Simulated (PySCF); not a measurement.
Ligand exchange on a metal centre used in film growth or etching (Sc NH2-Br). Isolated molecules, 0 K electronic values unless said otherwise. One relaxed conformer stands for each flexible species; it need not be the lowest.

The numbers are results of PySCF 2.14.0 with TPSSh-D3(BJ)/def2-TZVP // BP86-D3(BJ)/def2-SVP, not measurements. 

| species | charge on the central atom (meta-Löwdin) (e) | LUMO (eV) |
|---|---|---|
| 0 of 3 NH2 replaced by Br ([Sc(NH2)3]) | (withheld) | (withheld) |
| 1 of 3 NH2 replaced by Br | 1.21 | -2.04 |
| 2 of 3 NH2 replaced by Br ([Sc(NH2)(Br)2]) | 1.22 | -2.88 |
| 3 of 3 NH2 replaced by Br | 1.21 | -3.73 |

Q: Complete the blanks.

A: 
- 0 of 3 NH2 replaced by Br ([Sc(NH2)3]), charge on the central atom (meta-Löwdin) (e): 1.19
- 0 of 3 NH2 replaced by Br ([Sc(NH2)3]), LUMO (eV): -1.26
